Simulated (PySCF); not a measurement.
**Two structures, one formula**

The two ends of one reaction step of GaH4Cl, singlet (PBE0-D4/def2-TZVP).

A:

Ga1  (-0.477, 0.211, 0.655)
H2  (0.678, 0.278, -1.641)
H3  (0.314, 1.502, 1.014)
H4  (-1.828, 0.060, -0.103)
H5  (0.953, -0.359, -1.353)
Cl6  (0.347, -1.621, 1.438)
(Å)

B:

| atom | x (Å) | y (Å) | z (Å) |
| --- | --- | --- | --- |
| Ga1 | -0.5588 | 0.6799 | 0.2159 |
| H2 | -0.0496 | 1.0334 | -1.2327 |
| H3 | 0.1602 | 1.3126 | 1.4587 |
| H4 | -1.9225 | -0.0762 | 0.3864 |
| H5 | 1.4104 | -1.3355 | -1.0019 |
| Cl6 | 0.9860 | -1.6053 | 0.1777 |

PySCF 2.14 with density fitting (its default auxiliary sets; JK sets also for MP2 and CCSD(T)); basis: def2-TZVPP; cores frozen in the correlated methods. Filled d shells of the heavier atoms are correlated. The def2 sets are not built for correlating such inner shells, so the correlated values are less sure here. B3LYP uses VWN-RPA correlation.

Which structure is lower at CCSD(T), and by how much? (Judge from chemistry; the value comes from the calculation.)

The calculation gives: A, by 22.42 kcal/mol (electronic energy, against the other). By their contacts, A is a complex of GaH₂Cl ([Cl][GaH2]) + H₂ and B is a complex of GaH₃ + HCl.

All methods give the same order:

```csv
method,E(B) − E(A) (kcal/mol)
SPW92,19.33
PBE-D4,22.39
r2SCAN-D4,23.54
PBE0-D4,22.64
B3LYP-D4,23.22
BHLYP-D4,23.61
wB97M-V,22.54
HF,24.91
MP2,24.13
CCSD,22.28
CCSD(T),22.42
```

The T1 diagnostic stays at or below 0.012.

Labels in which every atom is bracketed show which atoms are joined, not bond orders.

For scale, one of the runs: CCSD(T)/def2-TZVPP, 146 basis functions, launched by `OMP_NUM_THREADS=4 python run.py`. Hardware: 4 CPU threads of an Arm Neoverse V2, shared host. Wall time 86 s; peak host memory 0.99 GiB.
